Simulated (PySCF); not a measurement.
C₂H₅NOSi, SMILES O[SiH2]CC#N. Atoms are numbered in the order given.

```xyz
10

N     -0.3324     2.8635     0.0000
C      0.1975     1.8321     0.0000
C      0.8015     0.5104     0.0000
Si    -0.5042    -0.8686     0.0000
O      0.4073    -2.2639     0.0000
H      1.4442     0.3878    -0.8877
H      1.4442     0.3878     0.8877
H     -1.3546    -0.7445     1.2169
H     -1.3546    -0.7445    -1.2169
H     -0.0465    -3.1143     0.0000
```

Geometry: B3LYP-D3(BJ)/def2-SVP. This is a generated structure with no PubChem entry under its InChIKey; it may be hypothetical. Other conformers were not sampled.

Two levels are set side by side: PBE/pcSseg-1 (PySCF) and KT2/pcSseg-1 (PySCF). GIAO shifts against H2O (¹⁷O), NH3 (¹⁵N), TMS (²⁹Si), TMS (¹H), TMS (¹³C) at the same level; non-relativistic, no solvent, atoms listed together averaged. Differences are taken from unrounded values.

| quantity | PBE |
|---|---|
| δ(¹⁵N) of N1 (ppm) | 304.2 |
| δ(¹³C) of C2 (ppm) | 116.2 |
| δ(¹³C) of C3 (ppm) | 4.9 |
| δ(²⁹Si) of Si4 (ppm) | -13.1 |
| δ(¹⁷O) of O5 (ppm) | 23.2 |
| δ(¹H) of H6, H7 (ppm) | 2.20 |
| δ(¹H) of H8, H9 (ppm) | 5.57 |
| δ(¹H) of H10 (ppm) | 0.90 |

**Question.** These are the PBE values. What does KT2 give? (An estimate is asked for; the answer gives what the named calculation found.)

**Answer.** 
| quantity | KT2 | PBE minus KT2 |
|---|---|---|
| δ(¹⁵N) of N1 (ppm) | 286.1 | 18.2 |
| δ(¹³C) of C2 (ppm) | 107.8 | 8.4 |
| δ(¹³C) of C3 (ppm) | 5.0 | -0.2 |
| δ(²⁹Si) of Si4 (ppm) | -11.8 | -1.3 |
| δ(¹⁷O) of O5 (ppm) | 18.6 | 4.6 |
| δ(¹H) of H6, H7 (ppm) | 2.26 | -0.06 |
| δ(¹H) of H8, H9 (ppm) | 5.51 | 0.07 |
| δ(¹H) of H10 (ppm) | 0.87 | 0.02 |

Rough cost on one machine, each run with all the roots and properties that it gave: KT2 against PBE within a factor of 2.
